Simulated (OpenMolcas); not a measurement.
Ir5+: moving or changing the point charges

Ir5+ among 3 point charges of -2.5 e arranged as a planar triangle (D3h), 1.83 Å from the ion.
```
   1.8300    0.0000    0.0000  -2.50
  -0.9150    1.5848    0.0000  -2.50
  -0.9150   -1.5848    0.0000  -2.50
```

```json
{
  "Program": "OpenMolcas 26.06",
  "Method": "SS-CASPT2, IPEA 0.25 Eh, imaginary shift 0.1 Eh (closed shells correlated: 4f 5s 5p)",
  "Basis": "ANO-RCC-VDZP [7s6p4d2f]",
  "Scalar Hamiltonian": "DKH2, point nucleus",
  "Active space": "4 electrons in 5 orbitals (5d)",
  "State averaging": "2S+1 = 5 even, 5 roots; 2S+1 = 3 even, 45 roots; 2S+1 = 1 even, 50 roots",
  "Spin-orbit coupling": "state interaction with AMFI integrals over the reference wave functions"
}
```

Runs around this geometry, states (labels of D3, the rotations of D3h). Energies in cm-1 above the lowest state or level, χT in cm3 K/mol.

| R (Å) | q (e) | Ground state | First state of that spin | First gap with spin-orbit (degeneracies) | χT at 300 K | First state of another spin |
| --- | --- | --- | --- | --- | --- | --- |
| 1.83 | -1.25 | 5E | 5E 10600 | 3010 (1, 1) | 0.079 | 3E 19310 |
| 1.7 | -2.5 | 5E | 5E 25850 | 2430 (1, 1) | 0.127 | 3A2 6370 |
| 1.83 | -2.5 | 5E | 5E 20750 | 2280 (1, 1) | 0.123 | 3A2 12190 |
| 1.95 | -2.5 | 5E | 5E 17130 | 2370 (1, 1) | 0.113 | 3A2 15660 |

Taking the first state of the same spin as R^-n, n = -ln(17130 / 25850) / ln(1.95 / 1.7) = 3.0 between the shortest and longest distance.

Scaling the charges by -1.25 / -2.5 = 0.50 scales the first state of the same spin by 10600 / 20750 = 0.51; with fixed orbitals a first-order splitting would follow the charge.

Roots that are degenerate in the reference are averaged as groups; the widest CASPT2 spread within a group is 170 cm-1 (the 2-fold group of multiplicity 5 near 0 cm-1 above the lowest state of its run, R = 1.7, q = -2.5). Shifts and gaps below about the spread of the groups concerned are not significant. An orbital doublet at a regular site is open to a Jahn-Teller distortion, which this geometry leaves out. Point charges give a weaker field than real ligands, and real ions of this kind are as a rule low spin; the high spin found here belongs to the model. Free-ion shares, where given, are those of the reference states; single-state CASPT2 does not remix them. Spin-orbit coupling mixes the spin-free states strongly: the lowest level takes only 57 % from its leading state, 5E (figures for R = 1.83, q = -1.25; the like holds for R = 1.7, q = -2.5, R = 1.83, q = -2.5, R = 1.95, q = -2.5). This shell can be high or low spin here, a state of another spin lies low, and with metal d orbitals alone active their balance is uncertain, so the ground spin may be wrong (holds for R = 1.7, q = -2.5; R = 1.83, q = -2.5). This is an electrostatic model: the charges have no orbitals. No measured value stands beside these numbers.
